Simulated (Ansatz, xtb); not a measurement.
## C4H5FN2Si: which of two isomers lies lower

Structure X: `Fc1cnc([SiH3])cn1`, a singlet. Structure Y: `Fc1nccnc1[SiH3]`, a singlet. Both are isolated molecules in the gas phase, relaxed with r2SCAN-D4/def2-SVP.

X (Å):

```xyz
13

C    -1.3434   -0.6360    0.3706
C    -1.7636    0.7016    0.2861
C     0.3074    1.3450    1.0459
C     0.6809   -0.0068    1.1133
F    -2.1919   -1.5986    0.0261
N    -0.9346    1.6799    0.6245
N    -0.1514   -1.0000    0.7732
Si    1.4367    2.7891    1.5134
H    -2.7741    0.9533   -0.0579
H     0.8245    3.5604    2.6329
H     2.7623    2.2499    1.9406
H     1.6149    3.6856    0.3358
H     1.6823   -0.3010    1.4521
```

Y (Å):

```tsv
atom	x (Å)	y (Å)	z (Å)
C	0.1367	0.4241	-0.0985
C	-0.6423	2.4218	-0.7489
C	-0.6761	2.8335	0.5860
C	0.1216	0.7905	1.2621
F	0.5544	-0.8048	-0.4099
N	-0.2283	1.1956	-1.0921
N	-0.2975	2.0251	1.5821
Si	0.6726	-0.4048	2.6302
H	-0.9543	3.0904	-1.5604
H	-1.0167	3.8396	0.8569
H	0.5328	0.2928	3.9361
H	-0.1793	-1.6301	2.5980
H	2.0915	-0.8078	2.4017
```

Problem. Estimate which is lower in electronic energy at CCSD(T)/def2-SVP + ΔMP2/def2-TZVPP, and by roughly how much.

Solution. Too close to call at this level: CCSD(T)/def2-SVP + ΔMP2/def2-TZVPP gives E(Y) − E(X) = −0.40 kcal/mol.

Level by level:

```csv
level,geometry,E(Y) − E(X) (kcal/mol),departure from the last row (kcal/mol),"job, with rough time for the two"
GFN2-xTB,GFN2-xTB,−1.70,−1.31,"optimisation, 0.12 s"
HF/STO-3G,GFN2-xTB,−1.03,−0.63,"single point, 0.46 s"
r2SCAN-D4/def2-SVP//GFN2-xTB,GFN2-xTB,−0.91,−0.51,"single point, 3.5 s"
r2SCAN-D4/def2-SVP,r2SCAN-D4/def2-SVP,−0.99,−0.59,"optimisation, 28 s"
HF/def2-SVP,r2SCAN-D4/def2-SVP,−0.45,−0.05,part of the CCSD(T) run
MP2/def2-SVP,r2SCAN-D4/def2-SVP,−0.69,−0.29,part of the CCSD(T) run
CCSD(T)/def2-SVP,r2SCAN-D4/def2-SVP,−0.73,−0.33,single point
CCSD(T)/def2-SVP + ΔMP2/def2-TZVPP,r2SCAN-D4/def2-SVP,−0.40,,"single point, 52 s"
```

As drawn, both hold the same kinds of bond in the same numbers.

The largest departure from CCSD(T)/def2-SVP + ΔMP2/def2-TZVPP is that of GFN2-xTB, 1.31 kcal/mol. A small imaginary or near-zero mode remains, so no thermal terms are given. The last row adds to CCSD(T) the change of the MP2 difference between the two basis sets, here +0.33 kcal/mol.

The correlated steps freeze 12 core orbitals. Programs: Ansatz 0.2.0, xtb 6.7.1; the last row on 2 threads of Intel(R) Xeon(R) 6975P-C (Granite Rapids) on a shared host.
